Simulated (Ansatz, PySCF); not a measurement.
Gas-phase reaction in SMILES: C[SiH](C)C [trimethylsilane] → C[SiH]C + [CH3] (CH3) (the C-Si bond at the site shown breaks; other sites are not compared here)
Geometries: B3LYP-D3(BJ)/def2-TZVP minima from Ansatz (a program for electronic structure). Frequencies are from Ansatz or PySCF.

Property: bond dissociation energy (0 K, with B3LYP-D3(BJ) harmonic zero-point energies), in kcal/mol. Valence correlation only, unless marked. UHF or UKS for open shells. No spin-orbit coupling. No relativistic terms. CBS marks a two-point X^-3 extrapolation of the correlation energy; Hartree-Fock from the larger set.

```csv
level,program,bond dissociation energy (kcal/mol)
r2SCAN-D4/def2-TZVPD,Ansatz + dftd4,82.8
B3LYP-D4/def2-TZVPD,Ansatz + dftd4,85.5
CAM-B3LYP-D3(BJ)/def2-TZVPD,Ansatz + dftd3,87.1
LC-wPBE-D4/def2-TZVPD,Ansatz + dftd4,87.7
B2PLYP/def2-TZVPD,Ansatz,___
PBE-QIDH/def2-TZVPD,Ansatz,___
RPA@PBE/cc-pV(T+d)Z,Ansatz,___
SCS-MP2/STO-3G,Ansatz,109.8
SCS-MP2/aug-cc-pV(D+d)Z,Ansatz,87.1
SCS-MP2/cc-pV(T+d)Z,Ansatz,90.1
SCS-MP2/cc-pV(Q+d)Z,Ansatz,91.8
CCSD/cc-pV(D+d)Z,Ansatz,83.0
CCSD/cc-pV(T+d)Z,Ansatz,86.1
"CCSD(T)/CBS(aug-cc-pV(T+d)Z,aug-cc-pV(Q+d)Z)",Ansatz,___
```

Problem. Complete the blanks.

Solution. 
- B2PLYP/def2-TZVPD, bond dissociation energy (kcal/mol): 85.9
- PBE-QIDH/def2-TZVPD, bond dissociation energy (kcal/mol): 88.5
- RPA@PBE/cc-pV(T+d)Z, bond dissociation energy (kcal/mol): 85.3
- CCSD(T)/CBS(aug-cc-pV(T+d)Z,aug-cc-pV(Q+d)Z), bond dissociation energy (kcal/mol): 90.2
